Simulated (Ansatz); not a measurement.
System: SiBr, net charge 0, doublet state. 
Coordinates optimised at B3LYP-D3(BJ)/def2-TZVP (Ansatz, a program for electronic structure):
```xyz
2

Si     0.0000     0.0000    -1.6088
Br     0.0000     0.0000     0.6435
```
Charge 0, spin multiplicity 2.

Basis-set convergence of Hartree-Fock and MP2 correlation energies (hartree) with Ansatz. Valence correlation only, unless marked. Open shells are spin-unrestricted. No spin-orbit coupling. The frozen core is the preceding noble-gas configuration, with the filled d and f shells of earlier blocks. Non-relativistic.

```
basis        functions        E(HF)  E(corr, MP2)
-----------  ---------  -----------  ------------
def2-SVPD           65  -2860.93221      -0.18532
def2-TZVPPD        105  -2861.34463      -0.23385
def2-QZVPPD        174  -2861.40165      -0.25742
```

Extrapolating the two largest sets (X = 3 and 4) as X^-3: E(corr) = (64·(-0.25742) - 27·(-0.23385))/37 = -0.2746 Eh, an estimate of the basis-set limit. The largest set recovers 93.7 % of it, the smallest 67.5 %.
